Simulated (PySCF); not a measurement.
# Sc³⁺ (scandium, charge +3) across methods

[Ar], closed-shell 1S. Calculation: PySCF 2.14, in aug-cc-pVQZ-DK; scalar relativity by spin-free X2C-1e.

```json
{"method": "r2SCAN", "E (hartree)": "-762.512", "mean ε 2p (eV)": "-426.01", "mean ε 3s (eV)": "-88.242", "mean ε 3p (eV)": "-65.415", "Σ⟨r²⟩ (bohr²)": "12.48", "⟨S²⟩": "0.000"}
{"method": "BHandHLYP", "E (hartree)": "-762.563", "mean ε 2p (eV)": "-441.54", "mean ε 3s (eV)": "-94.567", "mean ε 3p (eV)": "-69.616", "Σ⟨r²⟩ (bohr²)": "12.52", "⟨S²⟩": "0.000"}
{"method": "PBE0", "E (hartree)": "-762.363", "mean ε 2p (eV)": "-431.40", "mean ε 3s (eV)": "-90.622", "mean ε 3p (eV)": "-67.203", "Σ⟨r²⟩ (bohr²)": "12.49", "⟨S²⟩": "0.000"}
{"method": "UHF", "E (hartree)": "-761.76224", "mean ε 2p (eV)": "-459.90", "mean ε 3s (eV)": "-101.76", "mean ε 3p (eV)": "-73.630", "Σ⟨r²⟩ (bohr²)": "12.53", "⟨S²⟩": "0.000"}
{"method": "BLYP", "E (hartree)": "-762.564", "mean ε 2p (eV)": "-421.87", "mean ε 3s (eV)": "-86.237", "mean ε 3p (eV)": "-64.469", "Σ⟨r²⟩ (bohr²)": "12.53", "⟨S²⟩": "0.000"}
{"method": "LDA", "E (hartree)": "-760.538", "mean ε 2p (eV)": "-421.45", "mean ε 3s (eV)": "-86.237", "mean ε 3p (eV)": "-64.662", "Σ⟨r²⟩ (bohr²)": "12.53", "⟨S²⟩": "0.000"}
{"method": "PBE", "E (hartree)": "-762.313", "mean ε 2p (eV)": "-421.52", "mean ε 3s (eV)": "-86.448", "mean ε 3p (eV)": "-64.617", "Σ⟨r²⟩ (bohr²)": "12.50", "⟨S²⟩": "0.000"}
```

(1) Estimate the same row for TPSS.

Results:

(1) E (hartree) = -762.571; mean ε 2p (eV) = -422.35; mean ε 3s (eV) = -87.174; mean ε 3p (eV) = -64.873; Σ⟨r²⟩ (bohr²) = 12.48; ⟨S²⟩ = 0.000.
